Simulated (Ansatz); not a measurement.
System: sum formula BBrF, net charge 0, doublet state. It need not be the lowest isomer of its formula. 
Coordinates optimised at B3LYP-D3(BJ)/def2-TZVP (Ansatz, an electronic-structure program):
SMILES: F[B]Br
```xyz
3

B     -1.2476    -0.1514    -0.0288
F     -1.9131     0.9646    -0.0097
Br     0.6702    -0.2264     0.0066
```
Charge 0, spin multiplicity 2.

Basis-set convergence of Hartree-Fock and CCSD correlation energies (hartree) with Ansatz. Correlated levels leave the core frozen unless marked. Open shells are spin-unrestricted. No spin-orbit coupling. The frozen core is the preceding noble-gas configuration, with the filled d and f shells of earlier blocks. Non-relativistic.

```
basis    functions        E(HF)  E(corr, CCSD)
-------  ---------  -----------  -------------
cc-pVDZ         55  -2696.54211       -0.37649
cc-pVTZ        103  -2696.66497       -0.49662
cc-pVQZ        178  -2696.67793       -0.53962
```

Extrapolating the two largest sets (X = 3 and 4) as X^-3: E(corr) = (64·(-0.53962) - 27·(-0.49662))/37 = -0.5710 Eh, an estimate of the basis-set limit. The largest set recovers 94.5 % of it, the smallest 65.9 %.
